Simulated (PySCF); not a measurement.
Constitutional and geometric isomers with formula C2HNO. Isolated molecules, 0 K electronic values unless said otherwise. Strings in code marks are SMILES.

The LUMO from two functionals at the same geometries (PBE0-D3(BJ)/def2-TZVP), both in PySCF: PBE-D3(BJ)/def2-TZVP and PBE0-D3(BJ)/def2-TZVP. 

```json
[
 {"species": "`N#CC=O`", "PBE0-D3(BJ)/def2-TZVP (eV)": "-3.09"},
 {"species": "`C(=O)=C=N`", "PBE0-D3(BJ)/def2-TZVP (eV)": "-3.40"},
 {"species": "`O=c1cn1`", "PBE0-D3(BJ)/def2-TZVP (eV)": "-2.16"}
]
```

What does PBE-D3(BJ)/def2-TZVP give for each?


- `N#CC=O`: -4.15
- `C(=O)=C=N`: -4.39
- `O=c1cn1`: -3.34
Over these rows, drawn at random from the members with no instability flagged (it was tested for open shells, ions and some series alone), PBE minus PBE0-D3(BJ): mean -1.08 eV, from -1.18 eV to -1.00 eV.
